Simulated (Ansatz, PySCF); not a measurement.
Breaking the N2–H5 bond in aminoborane (SMILES BN) (multiplicity 1 held, fragments rigid). Energies count from the point at 1.007 Å.
Geometry at that point (charge 0, multiplicity 1):
```xyz
6

B     -0.7760     0.0448    -0.0030
N      0.6093    -0.0352     0.0024
H     -1.4138    -0.9629    -0.0311
H     -1.2939     1.1191     0.0205
H      1.2097     0.7728     0.0253
H      1.1130    -0.9068    -0.0162
```

Restricted levels (R-, RO-) in cc, def2 and unpolarised 6-31G sets keep to the state of the molecule at rest. U- levels take the lowest unrestricted solution at each point, which mixes spins at long bonds. Levels need not reach the same state.

Rows in 3-21G carry no dispersion term and start afresh at each structure.

Codes used: Ansatz (Gaussian basis) for Hartree–Fock, density functionals and correlated methods; PySCF for 3-21G rows. Each number belongs to the level named beside it.

Question: One of these levels gives 158.82 kcal/mol for the energy at R = 3.222 Å. Which?
A. U-PBE/cc-pVTZ
B. R-r2SCAN/cc-pVTZ
C. R-wB97X-V/cc-pVTZ
D. R-HF/3-21G

Answer: B, R-r2SCAN/cc-pVTZ. The others give 226.39 (R-HF/3-21G), 121.92 (U-PBE/cc-pVTZ), 188.75 (R-wB97X-V/cc-pVTZ)

Doubts at one or more of the structures used: a restricted determinant that unrestricted orbitals would lower (R-HF/3-21G, R-r2SCAN/cc-pVTZ, R-wB97X-V/cc-pVTZ); a spin-contaminated determinant (U-PBE/cc-pVTZ).

Ansatz is a first-principles code.
